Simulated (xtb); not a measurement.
AlCl3, singlet, geometry from GFN2-xTB (such geometries of metal compounds can be far from the true shape), atoms displaced at random by about 0.1 Å a coordinate; GFN2-xTB run with xtb.

Here is a job for xtb.
```
$ xtb mol.xyz --gfn 2 --opt loose --json

# file mol.xyz
4

Al    -0.06960585    -0.03327555     0.07987032
Cl     0.18451525     2.05818485     0.15097204
Cl     1.81420103    -1.22302799     0.04178069
Cl    -1.72460414    -0.86887706    -0.11347591
```

The log (banner, timings and long lists left out):

```
   ID    Z sym.   atoms
    1   13 Al     1
    2   17 Cl     2-4

           -------------------------------------------------
          |                Calculation Setup                |
           -------------------------------------------------

           -------------------------------------------------
          |                 G F N 2 - x T B                 |
           -------------------------------------------------

          ...................................................
          :                      SETUP                      :
          :.................................................:
          :  # basis functions                  40          :
          :  # atomic orbitals                  36          :
          :  # shells                           12          :
          :  # electrons                        24          :
          :  max. iterations                   250          :
          :  Hamiltonian                  GFN2-xTB          :
          :  restarted?                      false          :
          :  GBSA solvation                  false          :
          :  PC potential                    false          :
          :  electronic temp.          300.0000000     K    :
          :  accuracy                    1.0000000          :
          :  -> integral cutoff          0.2500000E+02      :
          :  -> integral neglect         0.1000000E-07      :
          :  -> SCF convergence          0.1000000E-05 Eh   :
          :  -> wf. convergence          0.1000000E-03 e    :
          :  Broyden damping             0.4000000          :
          :  net charge                          0          :
          :  unpaired electrons                  0          :
          ...................................................

 iter      E             dE          RMSdq      gap      omega  full diag
   1    -14.8940733 -0.148941E+02  0.225E+01    5.18       0.0  T
   2    -14.9400955 -0.460222E-01  0.129E+01    4.20       1.0  T
   3    -14.9472851 -0.718954E-02  0.294E+00    4.03       1.0  T
   4    -14.9498970 -0.261197E-02  0.934E-01    4.05       1.0  T
   5    -14.9500789 -0.181887E-03  0.665E-01    4.04       1.0  T
   6    -14.9501277 -0.487576E-04  0.197E-01    4.05       1.0  T
   7    -14.9501419 -0.142473E-04  0.135E-01    4.06       1.0  T
   8    -14.9501572 -0.152717E-04  0.898E-02    4.07       1.0  T
   9    -14.9501637 -0.649776E-05  0.548E-02    4.08       1.0  T
  10    -14.9501668 -0.314573E-05  0.363E-02    4.08       1.4  T
  11    -14.9501669 -0.560676E-07  0.217E-02    4.08       2.3  T
  12    -14.9501670 -0.130162E-06  0.173E-02    4.08       2.9  T
  13    -14.9501672 -0.146333E-06  0.790E-03    4.08       6.3  T
  14    -14.9501673 -0.133982E-06  0.324E-03    4.08      15.4  T
  15    -14.9501673 -0.510908E-08  0.294E-03    4.08      17.0  T
  16    -14.9501673 -0.168158E-07  0.333E-04    4.08     150.2  T
  17    -14.9501673 -0.217515E-09  0.614E-05    4.08     814.7  T

   *** convergence criteria satisfied after 17 iterations ***

         :::::::::::::::::::::::::::::::::::::::::::::::::::::
         ::                     SUMMARY                     ::
         :::::::::::::::::::::::::::::::::::::::::::::::::::::
         :: total energy             -14.903513272787 Eh    ::
         :: gradient norm              0.161358659284 Eh/a0 ::
         :: HOMO-LUMO gap              4.079604461843 eV    ::
         ::.................................................::
         :: SCC energy               -14.950166068555 Eh    ::
         :: -> isotropic ES            0.044837128801 Eh    ::
         :: -> anisotropic ES          0.001223059484 Eh    ::
         :: -> anisotropic XC         -0.004870349102 Eh    ::
         :: -> dispersion             -0.003507408466 Eh    ::
         :: repulsion energy           0.046652795768 Eh    ::
         :: add. restraining           0.000000000000 Eh    ::
[...]
 * total energy  :   -14.9035133 Eh     change       -0.4412470E-11 Eh
 * total energy  :   -14.9258892 Eh     change       -0.2237594E-01 Eh
 * total energy  :   -14.9259692 Eh     change       -0.7994735E-04 Eh
 * total energy  :   -14.9259258 Eh     change        0.4331999E-04 Eh
 * total energy  :   -14.9259877 Eh     change       -0.6186037E-04 Eh
 * total energy  :   -14.9259878 Eh     change       -0.6307633E-07 Eh
   *** GEOMETRY OPTIMIZATION CONVERGED AFTER 6 ITERATIONS ***
         :: total energy             -14.925987767948 Eh    ::
[...]
      -------------------------------------------------------------
         1        2.0000           -1.0631673             -28.9303
         2        2.0000           -1.0630427             -28.9269
         3        2.0000           -1.0619099             -28.8960
         4        2.0000           -0.5438840             -14.7998
         5        2.0000           -0.4724890             -12.8571
         6        2.0000           -0.4724386             -12.8557
         7        2.0000           -0.4655878             -12.6693
         8        2.0000           -0.4653066             -12.6616
         9        2.0000           -0.4570969             -12.4382
        10        2.0000           -0.4538759             -12.3506
        11        2.0000           -0.4536978             -12.3457
        12        2.0000           -0.4434190             -12.0660 (HOMO)
        13                         -0.2751031              -7.4859 (LUMO)
        14                         -0.1712734              -4.6606
        15                         -0.0708704              -1.9285
        16                         -0.0701313              -1.9084
        17                         -0.0559061              -1.5213
        18                         -0.0554789              -1.5097
        19                         -0.0026466              -0.0720
        20                          0.0013022               0.0354
        21                          0.0014515               0.0395
        22                          0.0050545               0.1375
        23                          0.0050875               0.1384
       ...                                ...                  ...
        36                          1.2327190              33.5440
      -------------------------------------------------------------
                  HL-Gap            0.1683160 Eh            4.5801 eV
             Fermi-level           -0.3592610 Eh           -9.7760 eV

     #   Z          covCN         q      C6AA      α(0)
     1  13 Al       2.307     0.356   109.125    22.417
     2  17 Cl       0.769    -0.119   102.677    15.500
     3  17 Cl       0.769    -0.119   102.705    15.502
     4  17 Cl       0.769    -0.118   102.655    15.499

 Mol. C6AA /au·bohr⁶  :       1632.106166
 Mol. C8AA /au·bohr⁸  :      86886.191363
 Mol. α(0) /au        :         68.918127

Wiberg/Mayer (AO) data.
largest (>0.10) Wiberg bond orders for each atom

 ---------------------------------------------------------------------------
     #   Z sym  total        # sym  WBO       # sym  WBO       # sym  WBO
 ---------------------------------------------------------------------------
     1  13 Al   4.024 --     4 Cl   1.343     2 Cl   1.342     3 Cl   1.340
     2  17 Cl   1.498 --     1 Al   1.342
     3  17 Cl   1.496 --     1 Al   1.340
     4  17 Cl   1.499 --     1 Al   1.343
 ---------------------------------------------------------------------------

Topologies differ in total number of bonds
Writing topology from bond orders to xtbtopo.mol

molecular dipole:
                 x           y           z       tot (Debye)
 q only:       -0.007       0.001      -0.001
   full:       -0.006      -0.000      -0.001       0.016
molecular quadrupole (traceless):
                xx          xy          yy          xz          yz          zz
 q only:       -1.302       0.021      -1.291      -0.205      -0.225       2.593
  q+dip:       -0.579       0.026      -0.589      -0.091      -0.101       1.168
   full:       -1.957       0.029      -1.954      -0.308      -0.340       3.912

optimized geometry written to: xtbopt.xyz

           -------------------------------------------------
          | TOTAL ENERGY              -14.925987767948 Eh   |
          | GRADIENT NORM               0.000851996437 Eh/α |
          | HOMO-LUMO GAP               4.580111397568 eV   |
           -------------------------------------------------

normal termination of xtb
```
